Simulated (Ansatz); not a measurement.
Consider the ligand exchange at the Si–N bond: `N[SiH](N)N[SiH3]` + H₂S → `N[SiH](N)S` + `N[SiH3]`.

Computed with Ansatz on PBE0-D4/def2-TZVP structures; ΔE is electronic, products minus reactants. CCSD(T)/CBS adds triple-zeta CCSD(T) − MP2 to the extrapolated MP2 energy (def2 sets, frozen cores). This one scheme is used for every species. DFT in def2-TZVPP. Each species was taken in one conformer, which may not be the lowest.

```json
{"species": "`N[SiH](N)N[SiH3]`", "ωB97M-V energy (Eh)": "-748.75907"}
{"species": "H₂S", "ωB97M-V energy (Eh)": "-399.37365"}
{"species": "`N[SiH](N)S`", "ωB97M-V energy (Eh)": "-800.88408"}
{"species": "`N[SiH3]`", "ωB97M-V energy (Eh)": "-347.24427"}
```

Work out ΔE.

ΔE = (-800.88408) + (-347.24427) − (-748.75907) − (-399.37365) = 0.00437 Eh = +0.12 eV. CCSD(T)/CBS gives +0.11 eV.

Largest T1 diagnostic among the species: 0.010.

From PBE to PBE0 (25 % exact exchange), in def2-TZVPP and without D4, ΔE moves by +0.03 eV. The D4 term adds +0.06 eV with B3LYP and +0.04 eV with PBE0; it sums over pairs of atoms, weighted by their polarisabilities, and B3LYP, whose exchange is more repulsive, gets the larger term.

B3LYP here is the variant with VWN-RPA as its local correlation; programs differ in this.
